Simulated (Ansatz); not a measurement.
Molecule (SMILES): [GeH3] (GeH3), doublet.
Atoms: Ge1, H2, H3, H4. Bonds: Ge1-H2, Ge1-H3, Ge1-H4.

Basis-set convergence of the optimised Ge1-H2 bond length at PBE with Ansatz (a first-principles code). Cartesian d functions, on some or all atoms, in 3-21G, 6-31G, 6-31G*, 6-31G**; all else is spherical. The program fits the integrals of some runs and decomposes those of others, by size. Open shells are unrestricted. No added dispersion term, no relativity. Reference: the value in def2-QZVPPD, 1.5476 Å, itself unsure by roughly 0.0004 Å (its mean distance from pcseg-3, def2-QZVPP, cc-pVQZ). Deviations are taken from unrounded values.

```tsv
basis	functions
STO-3G	21
3-21G	29
6-31G	35
6-31G*	41
6-31G**	50
6-311G**	62
```

### Question
Which is the smallest Pople set listed that can be trusted to 0.005 Å here, that is, within that of the reference together with its larger relatives (same family, alike in diffuse functions; a set with none to test it counts only in the reference's own line)?

### Answer
The smallest set listed that lies within 0.005 Å of the reference with all its larger relatives (same family, alike in diffuse functions; a set with none counts only in the reference's own line) is 6-31G** (50 functions, 0.0029 Å off). Value minus reference: STO-3G -0.1796, 3-21G 0.0065, 6-31G 0.0077, 6-31G* 0.0108, 6-31G** 0.0029, 6-311G** 0.0018 Å.
